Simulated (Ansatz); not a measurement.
Reactions of `C=C[SiH2]O`.

Calculated with Ansatz (gas phase, PBE0-D4/def2-TZVP geometries, no zero-point term in ΔE). CCSD(T)/CBS is the MP2 limit (def2-TZVPP, def2-QZVPP) plus CCSD(T) − MP2 in def2-TZVPP, frozen cores. This one scheme is used for every species, atoms too. DFT in def2-TZVPP. Open shells (•) are unrestricted, without spin–orbit coupling. For Ge, Se outer-core shells are correlated without core-valence functions, so the limit isn't a true one: a few kJ/mol of doubt a bond, and 10 to 20 or more in all where bonds break to atoms. Scalar relativity is left out up to krypton. Each species was taken in one conformer, which may not be the lowest.

| reaction | HF/CBS(def2) (kcal/mol) | B2PLYP (kcal/mol) | PBE-D4 (kcal/mol) |
| --- | --- | --- | --- |
| `C=C[SiH2]O` + `CN[SiH2]O` → `CN([SiH2]O)[SiH2]O` + ethylene | -14.7 | -14.9 | -14.1 |
| `C=C[SiH2]O` + `F[Si](F)(F)[SeH]` → `C=C[Se][Si](F)(F)F` + silanol | 12.5 | 10.9 | 10.1 |
| `C=C[SiH2]O` + H• → `C=C[SiH]O`• + H₂ | -6.7 | -13.2 | -15.5 |
| `C=C[SiH2]O` + `S[SiH2]Cl` → `O[SiH2]S[SiH2]Cl` + ethylene | -15.6 | -16.5 | -17.9 |
| `C=C[SiH2]O` + `BN` → `BN[SiH2]C=C` + H₂O | 13.1 | 12.2 | 11.0 |
| `C=C[SiH2]O` + `[OH][GeH2][OH]` → `O[SiH2][O][GeH2][OH]` + ethylene | -34.8 | -30.7 | -26.5 |
| `C=C[SiH2]O` + `[SH][GeH3]` → `C=C[SiH2][S][GeH3]` + H₂O | 12.1 | 7.5 | 2.3 |
| `C=C[SiH2]O` + `C=C[SiH2]N` → `C=C[SiH2]N[SiH2]O` + ethylene | -17.9 | -16.8 | -15.5 |
| `C=C[SiH2]O` + `OBF` → `O[SiH2]OBF` + ethylene | -29.6 | -25.4 | -21.2 |
| `C=C[SiH2]O` + `BN` → `BN[SiH2]O` + ethylene | -15.2 | -13.0 | -10.6 |

Task: Give the CCSD(T)/CBS values in the same order. (An estimate is asked.)

Result: The calculation gave: -16.1, 10.9, -12.0, -17.7, 10.1, -30.3, 3.6, -17.7, -24.7, -13.3 kcal/mol.

Largest T1 diagnostic: 0.027, for `C=C[SiH]O`•, so its coupled-cluster energy is less sure.
